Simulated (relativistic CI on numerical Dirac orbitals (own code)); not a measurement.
## Spin-allowed bands of a d3 ion in an octahedral site, by hand

Problem. A d3 ion in an octahedral site has a 4A2 ground term and spin-allowed bands at ν1 = 29000 and ν2 = 35863 cm⁻¹ (from a computed ligand-field model). Find Δ and the Racah parameter B, and predict the third band.

Working.
1. The F term splits into A2 (−1.2Δ), T2 (−0.2Δ) and T1 (+0.6Δ), so ν1 = E(T2) − E(A2) = Δ = 29000 cm⁻¹.
2. T1(F) mixes with T1(P), which lies at 15B, through an element 0.4Δ. The two roots, counted from A2, are ν2,3 = ½(15B + 3Δ) ∓ ½√[(15B − Δ)² + 12BΔ].
3. Solving the lower root for B gives B = (2ν1² + ν2² − 3ν1ν2)/(15ν2 − 27ν1) = -151926231/-245055 = 620 cm⁻¹.
4. The sum of the roots is 15B + 3Δ, so ν3 = 15B + 3ν1 − ν2 = 60437 cm⁻¹ (165 nm).

Check. The bands were computed by exact diagonalisation of the d3 shell with B = 620 and Δ = 29000 cm⁻¹, which gives ν3 = 60437 cm⁻¹. C does not enter the terms of highest spin.
